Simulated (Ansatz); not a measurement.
Total energies of BClGeH$_{4}$, SMILES `Cl[BH][GeH3]`.

```xyz
7

Cl   -1.4493   -0.9028   -1.8226
B    -0.5857    0.3515   -0.9852
Ge    0.4695   -0.1142    0.7285
H    -0.6538    1.4436   -1.4599
H    -0.4890   -0.6806    1.7914
H     1.5152   -1.2010    0.4215
H     1.1930    1.1035    1.3263
```

Total charge 0; spin multiplicity 1. Correlated methods include outer-core shells of Ge, which these sets cover unevenly. Scalar relativity is left out up to krypton. Geometry: relaxed with PBE0-D4/def2-TZVP. Basis def2-TZVPP, the Gaussian-basis code of Ansatz.

RPA on PBE orbitals: Hartree–Fock energy of these orbitals -2561.86208 Eh, correlation -0.94149 Eh (frozen core).

```json
{"functional": "r2SCANh", "energy without D4 (Eh)": "-2564.41898", "D4 term (kJ/mol)": "-3.1"}
{"functional": "HSE06 (plane-wave form)", "energy without D4 (Eh)": "-2564.02448", "D4 term (kJ/mol)": "-9.9"}
```

Q: Give the same for LDA (SPW92), PBE, revPBE, BLYP, r2SCAN, B97M-V, PBE0, B3LYP, r2SCAN0, BHLYP, CAM-B3LYP, LC-ωPBE, ωB97X-V, ωB97M-V, B2PLYP, PBE-QIDH. (An estimate is asked.)

A: Computed: 
```
 functional  energy without D4 (Eh)  D4 term (kJ/mol)
LDA (SPW92)             -2559.51697                 –
        PBE             -2563.93122             -12.5
     revPBE             -2564.23500             -34.5
       BLYP             -2564.51708             -27.2
     r2SCAN             -2564.42835              -2.8
     B97M-V             -2563.99488                 –
       PBE0             -2564.03419             -10.5
      B3LYP             -2564.55899             -20.4
    r2SCAN0             -2564.40605              -3.4
      BHLYP             -2564.45406             -17.0
  CAM-B3LYP             -2564.60186             -10.8
    LC-ωPBE             -2564.07004                 –
    ωB97X-V             -2564.22474                 –
    ωB97M-V             -2564.32198                 –
     B2PLYP             -2563.95788                 –
   PBE-QIDH             -2563.61997                 –
```

B3LYP takes the VWN-RPA correlation (the form of Gaussian; ORCA's B3LYP/G). HSE06 is the plane-wave form, built on full-range PBE exchange. The double hybrids freeze the cores in their second-order part.

LC-ωPBE has ω = 0.4 bohr⁻¹.
